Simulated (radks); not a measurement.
Results of a calculation; reference values are marked as such.
Question: Successive ionisation energies (eV) of one element, from differences of total energies of ions in their ground configurations, starting at charge 4: 73.223, 87.691, 282.27, 332.87, 386.22, 442.17, 500.50, 560.84, 648.95, 699.33, 3222.8, 3442.7. Code: a radial shooting solver on a logarithmic mesh with Libxc functionals. Model: non-relativistic Kohn-Sham, LDA (Slater exchange, Perdew-Wang correlation), spin-unpolarised, spherical densities, point nucleus. Which element is it?

Answer: Sulfur (Z = 16). The first species listed is S4+ in [Ne] 3s2, the last S15+ in 1s1.
